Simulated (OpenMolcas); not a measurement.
**Ionisation energies of xenon**

```yaml
Program: OpenMolcas
Basis: ANO-R3 [8s7p5d4f3g2h]
Scalar_Hamiltonian: X2C, finite nucleus
Spin-orbit_coupling: state interaction with AMFI integrals over the reference wave functions, term energies averaged over their components
```

Active shells in each charge state: the valence s, p shells, with orbitals averaged over the low states. Where CASPT2's correlated closed shells are named, they are those of the first ion.

A. CASSCF
B. SS-CASPT2, IPEA 0.25 Eh, imaginary shift 0.1 Eh (closed shells correlated: 4d)
C. SS-CASPT2, IPEA 0.25 Eh, imaginary shift 0.1 Eh (closed shells correlated: none)
D. SS-CASPT2, IPEA 0.25 Eh, imaginary shift 0.1 Eh (closed shells correlated: 4s 4p 4d)
E. SS-CASPT2, IPEA 0 Eh, imaginary shift 0.1 Eh (closed shells correlated: 4d)

Energies in eV between the lowest computed levels, named as in B; reference values from the NIST Atomic Spectra Database with their kind.

```tsv
From	To	A	B	C	D	E	Spin-orbit share in B	Reference
Xe4+ 5s² 5p² ³P₀	Xe5+ 5s² 5p ²P°_1/2	53.573	54.738	54.228	54.763	54.822	+0.366	54.100 (semi-empirical)
Xe5+ 5s² 5p ²P°_1/2	Xe6+ 5s² ¹S₀	65.168	66.535	65.875	66.589	66.619	+1.136	66.703 (measured)
Xe6+ 5s² ¹S₀	Xe7+ 5s ²S_1/2	90.602	91.861	90.696	91.969	91.865	+0.000	91.600 (semi-empirical)
Xe7+ 5s ²S_1/2	Xe8+ 4d¹⁰ ¹S₀	104.223	105.964	104.223	106.115	106.003	+0.000	105.978 (measured)
```

Steps that some method lacks are left out, and so are those with a state whose active s or d shell is doubly occupied in every root (s and p with five to eight electrons, d10) over a frozen core shell of the same l, since the two then mix freely.

Error against the reference values, in %:

```tsv
From	Reference	A	B	C	D	E
Xe4+	semi-empirical	-1.0	+1.2	+0.2	+1.2	+1.3
Xe5+	measured	-2.3	-0.3	-1.2	-0.2	-0.1
Xe6+	semi-empirical	-1.1	+0.3	-1.0	+0.4	+0.3
Xe7+	measured	-1.7	0	-1.7	+0.1	0
```

Mean absolute error over the 2 measured values: A 1.64 eV, B 0.09 eV, C 1.29 eV, D 0.13 eV, E 0.05 eV. E lies closest.

° marks odd parity.
